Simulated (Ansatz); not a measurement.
Cost and result for the atomization energy of `O[Si](O)([SiH3])Br` (10 atoms, 9 bonds).

```xyz
10

O     0.776    1.468    1.037
Si   -0.038    0.651   -0.111
O     0.634    0.982   -1.568
Si   -0.036   -1.603    0.485
Br   -2.173    1.339   -0.228
H     0.922    2.408    0.911
H     0.051    1.005   -2.329
H    -0.776   -2.360   -0.559
H    -0.716   -1.774    1.794
H     1.356   -2.116    0.569
```

Total charge 0; spin multiplicity 1. Correlated methods include outer-core shells of Br, which these sets cover unevenly. Scalar relativity is left out up to krypton. Geometry: relaxed with PBE0-D4/def2-TZVP. It is one conformer, not always the lowest. Program: Ansatz. All runs use 4 threads of an Intel Xeon 6975P-C on a shared host. Times are those of one run each, without the atoms' runs, and a repeat can differ threefold. Electronic energies, without spin–orbit coupling; frozen cores. CCSD(T)/CBS adds CCSD(T) − MP2 in def2-TZVPP to the MP2 limit, and its time is that of the two runs behind it. T1 = 0.011. With those shells the extrapolation isn't a true limit.

CCSD(T)/CBS is a level of theory with its own doubt, some kJ/mol a heavy atom from the limit and from the frozen cores, so smaller differences don't rank the functionals.

```tsv
level	functions	wall time
LDA (SPW92)/def2-TZVPP	264	0.9 s
BLYP-D4/def2-TZVPP	264	1.3 s
revPBE-D4/def2-TZVPP	264	1.4 s
PBE-D4/def2-TZVPP (with forces)	264	1.6 s
BHLYP-D4/def2-TZVPP	264	2.6 s
r2SCAN-D4/def2-TZVPP (with forces)	264	2.7 s
r2SCANh-D4/def2-TZVPP	264	3.4 s
PBE-QIDH/def2-TZVPP	264	4.1 s
CCSD(T)/def2-SVP	121	4.9 s
ωB97M-V/def2-TZVPP (with forces)	264	7.5 s
MP2/def2-QZVPP	493	16 s
CCSD(T)/def2-TZVPP	264	67 s
CCSD(T)/CBS(def2)	–	83 s
```

Question: What atomization energy does each give, and how far from CCSD(T)/CBS? (Estimate.)

Answer: Ansatz gave: 
| level | atomization (kcal/mol) | difference from CCSD(T)/CBS | per bond |
| --- | --- | --- | --- |
| LDA (SPW92)/def2-TZVPP | 933.6 | 106.1 | 11.8 |
| BLYP-D4/def2-TZVPP | 813.3 | -14.2 | -1.6 |
| revPBE-D4/def2-TZVPP | 804.5 | -23.0 | -2.6 |
| PBE-D4/def2-TZVPP (with forces) | 824.5 | -3.0 | -0.3 |
| BHLYP-D4/def2-TZVPP | 794.0 | -33.5 | -3.7 |
| r2SCAN-D4/def2-TZVPP (with forces) | 823.4 | -4.1 | -0.5 |
| r2SCANh-D4/def2-TZVPP | 817.3 | -10.2 | -1.1 |
| PBE-QIDH/def2-TZVPP | 810.1 | -17.4 | -1.9 |
| CCSD(T)/def2-SVP | 749.5 | -78.0 | -8.7 |
| ωB97M-V/def2-TZVPP (with forces) | 821.5 | -6.0 | -0.7 |
| MP2/def2-QZVPP | 832.3 | 4.8 | 0.5 |
| CCSD(T)/def2-TZVPP | 799.4 | -28.1 | -3.1 |
| CCSD(T)/CBS(def2) | 827.5 | 0.0 | 0.0 |

In def2-TZVPP, CCSD(T) changes the Hartree–Fock value by +207.6 kcal/mol (the triples alone add +12.2 kcal/mol) and MP2 by +223.8 kcal/mol; breaking electron pairs costs correlation energy, which Hartree–Fock lacks. Leaving LDA and LC-ωPBE aside and taking each functional with its dispersion term where it has one, the values, not all of them listed here, spread over 31.0 kcal/mol, from BHLYP-D4 to ωB97X-V. LDA lies +115.5 kcal/mol from PBE without D4, its usual overbinding. The D4 term adds +10.6 kcal/mol with B3LYP and +5.6 kcal/mol with PBE0; it sums over pairs of atoms, weighted by their polarisabilities, and B3LYP, whose exchange is more repulsive, gets the larger term.

B3LYP here is the variant with VWN-RPA as its local correlation; programs differ in this.
